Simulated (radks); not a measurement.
Results of a calculation; reference values are marked as such.
Initial-state core-level shifts of neutral terbium when its valence configuration changes from [Xe] 4f9 6s2. Code: a radial shooting solver on a logarithmic mesh with Libxc functionals. Model: scalar-relativistic Kohn-Sham, SCAN, spin-unpolarised, spherical densities, finite nucleus; meta-GGA in the generalised Kohn-Sham scheme; Fermi nuclear charge, rms radius 5.06 fm. Shifts are changes of the shell-averaged eigenvalues in eV (positive: less bound); the change of the density at the nucleus, which sets a Mossbauer isomer shift, is in e/bohr^3, on a base of 7.2e+05.

valence               1s       2s       3s       3p  density at nucleus
4f9 5d0.5 6s1.5   +0.402   +0.427   +0.406   +0.407              -14.91
4f9 5d1 6s1       +0.653   +0.700   +0.665   +0.666              -28.40
4f8.5 5d0.5 6s2   -3.136   -3.369   -3.733   -3.727              +17.13
4f9 5d2           +0.822   +0.912   +0.856   +0.858              -52.75
4f7 5d2 6s2      -13.896  -15.036  -16.880  -16.849              +80.23
4f9 6s1 6p1       -1.452   -1.436   -1.419   -1.419              -26.33
4f8.5 5d1.5 6s1   -2.151   -2.325   -2.723   -2.716              -14.62
4f7 6s2 6p2      -21.092  -22.445  -24.165  -24.137             +105.40
